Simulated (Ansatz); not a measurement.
Reaction (hydrogenolysis of the Sn–B bond): `[BH2][SnH]([OH])[OH]` + H₂ → `[OH][SnH2][OH]` + BH₃

Isolated molecules relaxed with PBE0-D4/def2-TZVP in Ansatz; ΔE leaves out vibrations. CCSD(T)/CBS adds triple-zeta CCSD(T) − MP2 to the extrapolated MP2 energy (def2 sets, frozen cores). This one scheme is used for every species. DFT in def2-TZVPP. B3LYP here is the variant with VWN-RPA as its local correlation; programs differ in this. def2 core potentials past Kr. For Sn outer-core shells are correlated without core-valence functions, which leaves a few kJ/mol of doubt a bond. One conformer a species, not always the lowest.

`[BH2][SnH]([OH])[OH]`:

```xyz
9

B     0.006   -0.666   -1.803
Sn    0.274   -0.057    0.341
O    -1.369   -0.650    1.256
O     0.286    1.915    0.308
H    -0.986   -0.324   -2.366
H     0.825   -1.312   -2.379
H     1.589   -0.538    1.336
H    -1.291   -0.681    2.212
H     0.666    2.313    1.094
```

H₂:

```xyz
2

H    -0.040    0.353    0.113
H     0.040   -0.353   -0.113
```

`[OH][SnH2][OH]`:

```xyz
7

O    -0.643   -1.442    0.585
Sn    0.489   -0.104   -0.295
O    -0.338    1.650    0.008
H    -0.720   -1.310    1.533
H     2.003    0.035    0.463
H     0.431   -0.551   -1.934
H    -1.222    1.722   -0.360
```

BH₃:

Z-matrix (Å, degrees):
```
B
H 1 1.193
H 1 1.193 2 120.0
H 1 1.193 2 120.0 3 180.0
```

(1) Is it downhill or uphill in electronic energy at CCSD(T)/CBS, and by how much? (An estimate is asked.)

(2) What do these levels give: PBE-D4, B3LYP-D4, ωB97M-V, PBE, B3LYP, HF/CBS(def2)? (Best estimate.)

Largest T1 diagnostic among the species: 0.014.

Answers

(1) The calculation gave: Downhill: ΔE = -0.24 eV.

(2) Computed: PBE-D4 -0.19, B3LYP-D4 -0.28, ωB97M-V -0.31, PBE -0.23, B3LYP -0.34, HF/CBS(def2) -0.54 eV.

From PBE to PBE0 (25 % exact exchange), in def2-TZVPP and without D4, ΔE moves by −0.06 eV. In def2-TZVPP, CCSD(T) changes the Hartree–Fock value by +0.25 eV (the triples alone add +0.04 eV) and MP2 by +0.29 eV.
